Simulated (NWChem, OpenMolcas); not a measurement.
# How basis sets differ on InHF2 (SMILES [F][InH][F])

InHF2: 4 atoms, total charge 0, spin state singlet. As SMILES, `[F][InH][F]`. The shape is that of a PBE0-D4/def2-TZVP optimisation.

Quantity: the HOMO–LUMO gap, in eV. The values are calculated.

```csv
level,kind,program,value (eV),CPU time
HF/ANO-R0 (sfX2C),Hartree–Fock,OpenMolcas,12.30,4.5 s
HF/ANO-RCC-MB (DKH2),Hartree–Fock,OpenMolcas,13.73,7.3 s
HF/STO-3G,Hartree–Fock,NWChem,14.79,3.5 s
HF/3-21G,Hartree–Fock,OpenMolcas,14.02,4.1 s
HF/def2-TZVP (core potential),Hartree–Fock,NWChem,14.19,33 s
```

All-electron rows without a relativistic Hamiltonian named are non-relativistic, while core potentials hold scalar relativity, so basis and relativity change together. The values span 12.30 to 14.79 eV. A Hartree–Fock LUMO above zero doesn't converge with the basis: it sinks as sets grow more diffuse. Orbital gaps aren't excitation energies. Times are those of the runs behind each value, whatever else they computed, on shared processors of several kinds: orders of magnitude only.
